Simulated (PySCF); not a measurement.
C2H8BNO. Atoms are numbered in the order given.

```xyz
13

B      0.7411     0.8429     0.0000
H      1.9464     0.8335     0.0000
O      0.1371     2.0750     0.0000
H     -0.8302     2.0407     0.0000
N      0.0493    -0.3964     0.0000
C     -1.3913    -0.5388     0.0000
C      0.7641    -1.6592     0.0000
H     -1.7446    -1.0879    -0.8927
H     -1.7446    -1.0879     0.8927
H     -1.8847     0.4453     0.0000
H      0.5142    -2.2638     0.8923
H      0.5142    -2.2638    -0.8923
H      1.8452    -1.4687     0.0000
```

The structure is a stationary point at TPSSh-D3(BJ)/def2-SVP. This is a generated structure with no PubChem entry under its InChIKey; it may be hypothetical. One conformer was computed; it need not be the lowest.

All values below come from PBE/def2-TZVP run with PySCF.

```yaml
total_energy: -235.71624 hartree
point_group: Cs
highest_occupied_level: -5.60 eV
lowest_empty_level: -0.13 eV
orbital_gap: 5.47 eV
dipole_moment: 2.77 D
quadrupole, principal values (traceless, Buckingham form, about the centre of nuclear charge): -6.49, -0.10, 6.59 D·Å
mean_static_polarisability: 54.9 bohr³ (8.14 Å³)
polarisability_principal_values: 42.8, 57.3, 64.6 bohr³
```
